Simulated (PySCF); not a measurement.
PySCF 2.14 output of an unrestricted B3LYP calculation on a single atom or ion in def2-TZVP with the def2 core potential (60 electrons) (6s4p3d1f, 40 functions), with a scalar-relativistic core potential:

```
SCF conv_tol = 1e-09
number electrons alpha = 7  beta = 5
    P. J. Stephens, F. J. Devlin, C. F. Chabalowski, and M. J. Frisch.,  J. Phys. Chem. 98, 11623 (1994)
cycle= 1 E= -47.8807471973968  delta_E= -0.0052  |g|= 0.0179  |ddm|= 0.462
cycle= 2 E= -47.8809880955659  delta_E= -0.000241  |g|= 0.0127  |ddm|= 0.0595
cycle= 3 E= -47.8810816166619  delta_E= -9.35e-05  |g|= 0.00079  |ddm|= 0.0361
cycle= 4 E= -47.8810828627994  delta_E= -1.25e-06  |g|= 2.4e-05  |ddm|= 0.0084
cycle= 5 E= -47.8810828645885  delta_E= -1.79e-09  |g|= 1.27e-06  |ddm|= 0.000354
cycle= 6 E= -47.8810828645939  delta_E= -5.32e-12  |g|= 1.26e-07  |ddm|= 2.26e-05
converged SCF energy = -47.8810828645939  <S^2> = 2.0028147  2S+1 = 3.0018759
```

The run itself started from symmetry-adapted Hartree-Fock orbitals and held the occupation by maximum overlap, on a logarithmic radial grid, so the iterations belong to that start.

Task: Which element, charge and spin multiplicity is this?

Result: Hf (hafnium, neutral), multiplicity 3; the state was [Xe] 4f14 5d2 6s2, high-spin 3F determinant.

Energies and moments cover only the electrons outside the core potential. Spin-orbit coupling, absent here, splits the open shell strongly.
